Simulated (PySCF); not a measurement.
Compound: C6H3N3.
Geometry (GFN2-xTB, Å), atoms numbered from 1 in this order:
```
atom  x, y, z in Å
N1     3.2531    2.1378   -0.4573
C2     2.7118    1.1436   -0.2885
C3     2.0607   -0.0940   -0.0900
C4     0.7774   -0.1727    0.1148
C5    -0.5223   -0.2302    0.2644
C6    -1.1055   -0.1775    1.5554
N7    -1.6300   -0.1459    2.5724
C8    -1.4469   -0.3602   -0.8951
N9    -2.6954   -0.3843   -0.8744
H10    2.6963   -0.9708   -0.1064
H11   -0.9545   -0.4382   -1.8589
H12   -3.1436   -0.3084    0.0375
```

Theory: PBE0/def2-SVPD in PySCF (dipole) on a GFN2-xTB geometry, gas phase.

Take the most abundant isotopes and a rigid rotor. The values belong to one conformer with, in the numbering `[H]/[N:9]=[CH:8]\[C:5](=[C:4]=[CH:3][C:2]#[N:1])[C:6]#[N:7]`, C4–C5–C8–N9 -178°.

What are A, B and C (GHz)?

Ia = 164.77, Ib = 587.00, Ic = 690.98 u·Å²; 505379 MHz·u·Å²/I gives 3067, 861.0 and 731.4 MHz, that is A = 3.0672, B = 0.8610, C = 0.7314 GHz.

What kind of rotor is it?

An asymmetric top; Ray's κ = -0.889.

Is it planar, by Δ = Ic − Ia − Ib?

Not planar: Δ = Ic − Ia − Ib = -60.79 u·Å². For a rigid frame Δ = −2 Σ m c², so Σ m c² = 30.40 u·Å² lies off the ab plane: 4.10 from hydrogen and 26.30 from heavier atoms. The atom farthest from that plane is 1.92 Å away.

Where do the levels up to J = 3 lie, in MHz?

Above 0(0,0):
J = 1: 1(0,1) 1592, 1(1,1) 3799, 1(1,0) 3928
J = 2: 2(0,2) 4772, 2(1,2) 6854, 2(1,1) 7242, 2(2,1) 13861, 2(2,0) 13867
J = 3: 3(0,3) 9526, 3(1,3) 11433, 3(1,2) 12210, 3(2,2) 18638, 3(2,1) 18666, 3(3,1) 29997, 3(3,0) 29997
The levels of one J sum to (2J + 1)J(J + 1)(A + B + C)/3.

Which lines would a microwave search look for?

The dipole components are |μa| = 0.46 D, |μb| = 1.19 D, |μc| = 3.14 D. The squared components, which scale the intensities, stand as 0.02 : 0.14 : 1.00 (a : b : c). Some lines, for components of 0.1 D or more:

```
type  branch         J(Ka,Kc)    MHz  lower level (cm⁻¹)
   a       Q  2(1,1) ← 2(1,2)    389               0.229
   b       R  2(0,2) ← 1(1,1)    973               0.127
   a       R  1(0,1) ← 0(0,0)   1592               0.000
   c       Q  2(1,2) ← 2(0,2)   2082               0.159
   c       Q  1(1,1) ← 1(0,1)   2206               0.053
   b       Q  1(1,0) ← 1(0,1)   2336               0.053
   b       Q  2(1,1) ← 2(0,2)   2471               0.159
   a       R  2(1,2) ← 1(1,1)   3055               0.127
   a       R  2(0,2) ← 1(0,1)   3179               0.053
   a       R  2(1,1) ← 1(1,0)   3314               0.131
   b       R  1(1,1) ← 0(0,0)   3799               0.000
   c       R  1(1,0) ← 0(0,0)   3928               0.000
   b       R  2(1,2) ← 1(0,1)   5261               0.053
   c       R  2(1,1) ← 1(0,1)   5650               0.053
   c       Q  2(2,1) ← 2(1,1)   6619               0.242
   b       Q  2(2,0) ← 2(1,1)   6624               0.242
   b       Q  2(2,1) ← 2(1,2)   7007               0.229
   b       R  2(2,1) ← 1(1,0)   9933               0.131
   c       R  2(2,0) ← 1(1,0)   9939               0.131
   c       R  2(2,1) ← 1(1,1)  10063               0.127
   b       R  2(2,0) ← 1(1,1)  10068               0.127
```

Estimate the classical rotational partition function at 25 K, 50 K and 500 K.

Point group C1, symmetry number σ = 1; q = (√π/σ)·√((kT/h)³/(ABC)), k/h = 20836.6 MHz/K: 15200 at 25 K, 42900 at 50 K, 1360000 at 500 K.

Stationary, but not proved a minimum. These are rigid-rotor constants of the computed structure; measured ground-state constants (B0) also hold zero-point vibration. Quadrupole hyperfine structure (14N) is left out.
